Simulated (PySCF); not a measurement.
## Ionisation energy of Ni⁺ by level of theory

Ni⁺ [Ar] 3d9 (2D) → Ni²⁺ [Ar] 3d8 (3F), as a difference of total energies. Computed with PySCF 2.14 in aug-cc-pVDZ-DK, with the spin-free X2C one-electron Hamiltonian (Gaussian nucleus). Correlated levels: valence: [Ar] frozen. The calculations carry no spin-orbit coupling.

| method | ionisation energy (eV) | difference from reference (eV) |
| --- | --- | --- |
| UHF | 15.098 | -3.071 |
| MP2 (valence) | 18.215 | +0.046 |
| SCS-MP2 (valence) | 17.901 | -0.268 |
| CCSD (valence) | 17.498 | -0.671 |
| CCSD(T) (valence) | 17.634 | -0.535 |

Reference: 18.169 eV (measured; NIST Atomic Spectra Database, ionization energies).

The reference lies between the lowest fine-structure levels, while these numbers refer to the centres of the terms.

Errors of the correlated levels include the incompleteness of this basis and the frozen core.
